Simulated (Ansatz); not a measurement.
`F[Si](F)(Cl)O[SiH3]` + `S[SiH2]Cl` → `F[Si](F)(Cl)S[SiH2]Cl` + `O[SiH3]`  (ligand exchange at the Si–O bond)

Calculated with Ansatz (gas phase, PBE0-D4/def2-TZVP geometries, no zero-point term in ΔE). CCSD(T)/CBS is the MP2 limit (def2-TZVPP, def2-QZVPP) plus CCSD(T) − MP2 in def2-TZVPP, frozen cores. Functionals use def2-TZVPP. B3LYP here is the variant with VWN-RPA as its local correlation; programs differ in this. One conformer a species, not always the lowest.

| level | ΔE (kJ/mol) | difference from CCSD(T)/CBS |
| --- | --- | --- |
| PBE-D4 | 53.2 | -20.9 |
| r2SCAN-D4 | 69.0 | -5.1 |
| B3LYP-D4 | 72.1 | -2.0 |
| B2PLYP | 80.7 | 6.6 |
| PBE | 60.3 | -13.8 |
| r2SCAN | 70.7 | -3.4 |
| PBE0 | 68.4 | -5.7 |
| B3LYP | 83.8 | 9.7 |
| HF/def2-TZVPP | 108.2 | 34.1 |
| CCSD/def2-TZVPP | 84.7 | 10.6 |
| CCSD(T)/def2-TZVPP | 78.4 | 4.3 |
| HF/def2-QZVPP | 111.0 | 36.9 |
| MP2/def2-QZVPP | 70.1 | -4.0 |
| SCS-MP2/def2-QZVPP | 78.2 | 4.1 |
| HF/CBS(def2) | 111.4 | 37.3 |
| MP2/CBS(def2) | 67.3 | -6.8 |
| CCSD(T)/CBS | 74.1 | 0 |

Largest T1 diagnostic among the species: 0.011.

From PBE to PBE0 (25 % exact exchange), in def2-TZVPP and without D4, ΔE moves by +8.2 kJ/mol. In def2-TZVPP, CCSD(T) changes the Hartree–Fock value by −29.7 kJ/mol (the triples alone add −6.3 kJ/mol) and MP2 by −36.5 kJ/mol. The D4 term adds −11.7 kJ/mol with B3LYP and −6.4 kJ/mol with PBE0; it sums over pairs of atoms, weighted by their polarisabilities, and B3LYP, whose exchange is more repulsive, gets the larger term.
